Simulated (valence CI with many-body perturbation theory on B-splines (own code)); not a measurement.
# Pb LXXVII: calculated level list

Computed by relativistic CI+MBPT: four valence electrons over a frozen Dirac-Fock core [He], radial functions for each j: 11 s, 11 p, 10 d, 8 f, 5 g, 2 h, with the one-electron correlation potential Σ1, the two-electron term Σ2, the three-electron term Σ3, Breit, model QED; selected CI, second order for the rest, scaled by the run's own slope (own B-spline code, finite nucleus).

The last digits are not significant, and no measured levels were compared; by estimate large intervals hold to a few tenths of a per cent, small ones and those within an open d or f shell to about a per cent. Among the levels kept, up to 1200 cm⁻¹ of a level comes from second order outside the variational space, and about a tenth of that is noise between levels of different J, which matters for small intervals.

Levels 136 to 180 of 188, with energies above the lowest level, (2s^2 2p1/2^2) J=0. "Leading %" is the weight of the configuration and term that name the level; weights of strongly mixed levels are sums over their largest components and can fall short. In the jj column 3d3/2^4 stands for four electrons in 3d with j = 3/2. Lifetimes count E1, E2, E3, M1 and M2 decay at the calculated energies, and are blank where another channel may lead or the interval is too uncertain; long ones can be off by a factor of two.

| No. | Configuration | Term | J | E (× 10³ cm⁻¹) | Leading % | g | Lifetime | Leading jj |
| --- | --- | --- | --- | --- | --- | --- | --- | --- |
| 136 | 2s2.2p.4p | 3P | 0 | 144880 | 67 |  | 6.01 fs | 2s^2 2p1/2 4p1/2 (100 %) |
| 137 | 2s.2p2.4s | 5P | 1 | 146960 | 22 | 1.772 | 5.21 fs | 2s 2p1/2^2 4s (56 %) |
| 138 | 2s2.2p.4p | 3D | 2 | 147070 | 50 | 1.143 | 10.4 fs | 2s^2 2p1/2 4p3/2 (100 %) |
| 139 | 2s2.2p.4p | 3P | 1 | 147140 | 28 | 1.722 | 5.97 fs | 2s^2 2p1/2 4p3/2 (56 %) |
| 140 | 2s.2p2.4s | 3P | 0 | 147150 | 68 |  | 3.62 fs | 2s 2p1/2^2 4s (100 %) |
| 141 | 2s.2p2.3s | 5P | 3 | 147230 | 64 | 1.503 | 5.05 fs | 2s 2p3/2^2 3s (100 %) |
| 142 | 2s2.2p.4d | 3F° | 2 | 147310 | 75 | 0.741 | 2.77 fs | 2s^2 2p1/2 4d3/2 (100 %) |
| 143 | 2s2.2p.4d | 3D° | 1 | 147350 | 31 | 1.016 | 614 as | 2s^2 2p1/2 4d3/2 (62 %) |
| 144 | 2s.2p2.4p | 3P° | 0 | 147400 | 53 |  | 5.84 fs | 2s 2p1/2^2 4p1/2 (100 %) |
| 145 | 2s2.2p.4d | 3D° | 1 | 147460 | 19 | 1.142 | 3.39 fs | 2s 2p1/2^2 4p1/2 (62 %) |
| 146 | 2s.2p2.3s | 3P | 2 | 147500 | 56 | 1.332 | 1.97 fs | 2s 2p3/2^2 3s (100 %) |
| 147 | 2s2.2p.4d | 3P° | 2 | 147940 | 48 | 1.288 | 967 as | 2s^2 2p1/2 4d5/2 (100 %) |
| 148 | 2s2.2p.4d | 3F° | 3 | 147950 | 45 | 1.092 | 959 as | 2s^2 2p1/2 4d5/2 (100 %) |
| 149 | 2s2.2p.4f | 3G | 3 | 148090 | 73 | 0.806 | 1.92 fs | 2s^2 2p1/2 4f5/2 (100 %) |
| 150 | 2s2.2p.4f | 3F | 2 | 148100 | 45 | 0.887 | 1.88 fs | 2s^2 2p1/2 4f5/2 (100 %) |
| 151 | 2s.2p2.3s | 3S | 1 | 148290 | 68 | 1.943 | 2.79 fs | 2s 2p3/2^2 3s (100 %) |
| 152 | 2s.2p2.3p | 3P° | 2 | 148320 | 26 | 1.541 | 3.37 fs | 2s 2p3/2^2 3p1/2 (100 %) |
| 153 | 2s.2p2.3p | 3D° | 3 | 148320 | 41 | 1.283 | 1.38 fs | 2s 2p3/2^2 3p1/2 (100 %) |
| 154 | 2s.2p2.3s | 1P | 1 | 148350 | 40 | 0.956 | 1.66 fs | 2s 2p3/2^2 3s (100 %) |
| 155 | 2s2.2p.4f | 3G | 4 | 148370 | 42 | 1.067 | 1.98 fs | 2s^2 2p1/2 4f7/2 (100 %) |
| 156 | 2s2.2p.4f | 3D | 3 | 148370 | 54 | 1.199 | 1.97 fs | 2s^2 2p1/2 4f7/2 (100 %) |
| 157 | 2s.2p2.3s | 3P | 2 | 148400 | 61 | 1.346 | 4.79 fs | 2s 2p3/2^2 3s (100 %) |
| 158 | 2s.2p2.3s | 1S | 0 | 148610 | 67 |  | 3.57 fs | 2s 2p3/2^2 3s (100 %) |
| 159 | 2s.2p2.3p | 3P° | 1 | 149330 | 33 | 1.290 | 1.30 fs | 2s 2p3/2^2 3p1/2 (99 %) |
| 160 | 2s.2p2.3p | 3P° | 1 | 149330 | 50 | 1.279 | 1.35 fs | 2s 2p3/2^2 3p1/2 (100 %) |
| 161 | 2s.2p2.3p | 3P° | 0 | 149340 | 79 |  | 32.1 fs | 2s 2p3/2^2 3p1/2 (100 %) |
| 162 | 2s.2p2.3p | 3D° | 2 | 149340 | 32 | 1.031 | 2.08 fs | 2s 2p3/2^2 3p1/2 (99 %) |
| 163 | 2s.2p2.4p | 3P° | 2 | 149730 | 37 | 1.490 | 10.3 fs | 2s 2p1/2^2 4p3/2 (100 %) |
| 164 | 2s.2p2.4p | 3D° | 1 | 149750 | 30 | 1.153 | 1.96 fs | 2s 2p1/2^2 4p3/2 (100 %) |
| 165 | 2s.2p2.4d | 3D | 1 | 149970 | 48 | 0.487 | 2.85 fs | 2s 2p1/2^2 4d3/2 (100 %) |
| 166 | 2s.2p2.4d | 3D | 2 | 149980 | 30 | 1.098 | 2.72 fs | 2s 2p1/2^2 4d3/2 (100 %) |
| 167 | 2p3.3s | 5S° | 2 | 150570 | 55 | 1.566 | 6.09 fs | 2p1/2 2p3/2^2 3s (99 %) |
| 168 | 2s.2p2.4d | 3D | 3 | 150590 | 39 | 1.324 | 960 as | 2s 2p1/2^2 4d5/2 (100 %) |
| 169 | 2s.2p2.4d | 3D | 2 | 150640 | 26 | 1.048 | 965 as | 2s 2p1/2^2 4d5/2 (100 %) |
| 170 | 2p3.3s | 3S° | 1 | 150680 | 55 | 1.287 | 1.87 fs | 2p1/2 2p3/2^2 3s (99 %) |
| 171 | 2s.2p2.4f | 3F° | 3 | 150720 | 29 | 1.039 | 1.93 fs | 2s 2p1/2^2 4f5/2 (100 %) |
| 172 | 2s.2p2.4f | 3F° | 2 | 150720 | 46 | 0.656 | 1.94 fs | 2s 2p1/2^2 4f5/2 (100 %) |
| 173 | 2p3.3s | 3D° | 3 | 150750 | 99 | 1.289 | 5.14 fs | 2p1/2 2p3/2^2 3s (99 %) |
| 174 | 2p3.3s | 1D° | 2 | 150840 | 66 | 1.009 | 2.03 fs | 2p1/2 2p3/2^2 3s (100 %) |
| 175 | 2s.2p2.4f | 3F° | 4 | 151000 | 40 | 1.240 | 1.98 fs | 2s 2p1/2^2 4f7/2 (100 %) |
| 176 | 2s.2p2.4f | 3F° | 3 | 151010 | 26 | 1.024 | 2.00 fs | 2s 2p1/2^2 4f7/2 (100 %) |
| 177 | 2p3.3s | 3P° | 0 | 151320 | 100 |  | 3.83 fs | 2p1/2 2p3/2^2 3s (100 %) |
| 178 | 2p3.3s | 3P° | 1 | 151340 | 66 | 1.290 | 2.99 fs | 2p1/2 2p3/2^2 3s (99 %) |
| 179 | 2p3.3p | 5P | 1 | 151340 | 46 | 1.625 | 796 as | 2p1/2 2p3/2^2 3p1/2 (100 %) |
| 180 | 2p3.3p | 3F | 2 | 151400 | 34 | 1.183 | 798 as | 2p1/2 2p3/2^2 3p1/2 (100 %) |

Where two levels of one J and parity lie close, their mixing, g and order are uncertain.
